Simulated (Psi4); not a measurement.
CH2O, charge -1, doublet, geometry from GFN2-xTB (a state made from the parent by changing its charge; the spin is typed, not shown lowest) (a gas-phase anion, which may not be bound at this level). Base run: R2SCAN/def2-SV(P) (Psi4).

Psi4 was given this input:
```
memory 2 GB

molecule {
-1 2
  C    -0.55554107    0.10422483    0.16870758
  O     0.70198348   -0.13609890   -0.11107784
  H    -1.32265872   -0.67187106   -0.10075169
  H    -0.95996269    1.13531329   -0.02287105
}

set basis def2-sv(p)
set reference uks

energy('r2scan')
print_variables()
```

Each row names what was changed in the base input (with any setting that the change needs).

```
change                                        ΔE vs base (mEh)  SCF cycles  grid points  basis functions
--------------------------------------------  ----------------  ----------  -----------  ---------------
base                                                     0.000          10        87260               32
dft_radial_points = 50                                  -0.109          10        59042               32
scf_type = disk_df                                       0.000          10        87260               32
d_convergence = 1e-4                                     0.000           8        87260               32
cholesky_tolerance = 1e-6 (with scf_type cd)             0.039          10        87260               32
df_basis_scf = def2-universal-jkfit                      0.000          10        87260               32
puream = false                                          -4.181          10        87260               34
dft_nuclear_scheme = becke                               0.001          10        86956               32
scf_type = direct                                        0.040          12        87260               32
scf_type = cd                                           -0.349          10        87260               32
scf_type = dfdirj+link                                   0.000          10        87260               32
ints_tolerance = 1e-8                                    0.000          10        87260               32
guess = core                                             0.000          12        87260               32
```

Open shells are given as the SCF converged; they aren't shown to be the lowest states, and a large step between rows can be another state.

A gas-phase anion may not be bound at this level; its values then depend on the basis.
